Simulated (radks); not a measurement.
Spherical jellium clusters: N electrons in a uniform positive sphere of charge N and radius rs N^(1/3), rs = 2.08 bohr. Calculated with a radial shooting solver with Libxc functionals: non-relativistic Kohn-Sham, LDA (Slater exchange, Perdew-Wang correlation), spin-polarised, spherical densities. Levels are named by radial order and angular momentum (1s, 1p, 1d, 2s, ...), and open shells are averaged over m.

N = 18, configuration 1s2 1p6 1d10. This is the lowest configuration that the search found. Occupied and some empty levels:

| level | occupation | eigenvalue (eV) | <r> (bohr) |
|---|---|---|---|
| 1s | 2 | -11.632 | 3.224 |
| 1p | 6 | -8.2658 | 4.123 |
| 1d | 10 | -4.6291 | 4.897 |
| 2s | 0 | -4.1834 | 4.700 |
| 2p | 0 | -1.1380 | 7.173 |
| 1f | 0 | -0.98899 | 6.008 |

Energy (eV): total -6.63928, kinetic 97.594, external -1855.7, Hartree 891.22, exchange-correlation -110.22, background 970.42. Static polarisability (adiabatic kernel): 286.7 bohr^3, against R^3 = 162.0 for a classical metal sphere.

Electron density:

| r (bohr) | n(r) (e/bohr^3) |
|---|---|
| 0.188 | 0.01442 |
| 0.659 | 0.01534 |
| 1.13 | 0.01727 |
| 1.60 | 0.02010 |
| 2.07 | 0.02339 |
| 2.54 | 0.02644 |
| 3.01 | 0.02831 |
| 3.48 | 0.02818 |
| 3.96 | 0.02569 |
| 4.43 | 0.02118 |
| 4.90 | 0.01564 |
| 5.37 | 0.01038 |
| 5.84 | 0.006317 |
| 6.31 | 0.003638 |
| 6.78 | 0.002023 |
| 7.25 | 0.001100 |
| 7.72 | 0.0005894 |
| 8.20 | 0.0003128 |
| 8.67 | 0.0001648 |
| 9.14 | 0.00008651 |
